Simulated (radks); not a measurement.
Task: Br4+, configuration [Ar] 3d10 4s2 4p1. Calculated with a radial shooting solver on a logarithmic mesh with Libxc functionals: non-relativistic Kohn-Sham, LDA (Slater exchange, Perdew-Wang correlation), spin-polarised, spherical densities, point nucleus; open shells are filled with parallel spins first. Some entries of the table are withheld. Estimate them.

orbital  occ.  eigenvalue (hartree)  <r> (bohr)
1s up       1             -482.2227     0.04374
1s down     1             -482.2190     0.04374
2s up       1             -63.71479      0.1940
2s down     1             -63.71238      0.1940
2p up       3             -57.68823      0.1673
2p down     3             -57.68476      0.1673
3s up       1             -10.39052      0.5631
3s down     1             -10.38540      0.5629
3p up       3              -8.27978      0.5686
3p down     3              -8.27396      0.5683
3d up       5                   (1)      0.5841
3d down     5                   (2)      0.5828
4s up       1              -2.46771         (3)
4s down     1              -2.42167         (4)
4p up       1              -1.95090       1.690
4p down     0              -1.90482       1.695

Result: 
(1) 3d up eigenvalue (hartree): -4.49832
(2) 3d down eigenvalue (hartree): -4.49093
(3) 4s up <r> (bohr): 1.526
(4) 4s down <r> (bohr): 1.525
